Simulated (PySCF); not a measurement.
**Sb⁺: excitation energy**

Sb⁺ [Kr] 4d10 5s2 5p2 (3P) → Sb⁺ [Kr] 4d10 5s1 5p3 (5S), as a difference of total energies. All numbers are calculated (PySCF 2.14, scalar relativity by spin-free X2C-1e, in x2c-QZVPPall (13s9p7d4f1g, 112 functions)). Correlated levels: valence: [Kr] 4d10 frozen; valence and next inner shell: [Ar] 3d10 frozen. The calculations carry no spin-orbit coupling.

| method | excitation energy (eV) | error (eV) |
| --- | --- | --- |
| UHF | 4.127 | -1.770 |
| LDA | 6.743 | +0.846 |
| PBE | 6.475 | +0.578 |
| PBE0 | 6.034 | +0.137 |
| r2SCAN | 5.695 | -0.202 |
| PW91 | 6.481 | +0.584 |
| M06-2X | 5.819 | -0.078 |
| TPSSh | 6.106 | +0.209 |
| ROHF | 4.123 | -1.774 |
| MP2 (valence) | 5.004 | -0.893 |
| SCS-MP2 (valence) | 5.386 | -0.511 |
| MP2 (valence and next inner shell) | 5.898 | +0.001 |
| SCS-MP2 (valence and next inner shell) | 6.121 | +0.224 |

Reference: 5.897 eV (measured; NIST levels, between the centres of gravity of the two terms).

Errors of the correlated levels include the incompleteness of this basis and the frozen core.
